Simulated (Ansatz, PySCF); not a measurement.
Energy difference R1 → 2 P1, each structure at its B3LYP-D3(BJ)/def2-TZVP stationary point, reached from a drawn start (curvature not checked).
P1: As2 (SMILES [As]#[As]), charge 0, multiplicity 1.
R1, As4 (SMILES [As]12[As]3[As]1[As]23) (charge 0, multiplicity 1):
```xyz
4

As     0.8670     0.8670     0.8670
As     0.8670    -0.8670    -0.8670
As    -0.8670     0.8670    -0.8670
As    -0.8670    -0.8670     0.8670
```

P less R. No zero-point or thermal terms; no spin–orbit coupling.

Correlated levels freeze the cores. In cc and def2 sets filled d and f shells under p-block atoms count as core.

Run with Ansatz (Gaussian orbitals); PySCF for the D3/D4 terms. No computed number here is a measurement.

### Question
One of these levels gives 68.53 kcal/mol for the reaction energy. Which one is it?
A) PBE-D3(BJ)/def2-TZVPP
B) MP2/cc-pVTZ
C) BLYP-D4/def2-TZVPP
D) HF/cc-pVQZ

### Answer
A, PBE-D3(BJ)/def2-TZVPP. The others give 45.49 (HF/cc-pVQZ), 53.22 (BLYP-D4/def2-TZVPP), 60.38 (MP2/cc-pVTZ)

Ansatz is a program for electronic structure.
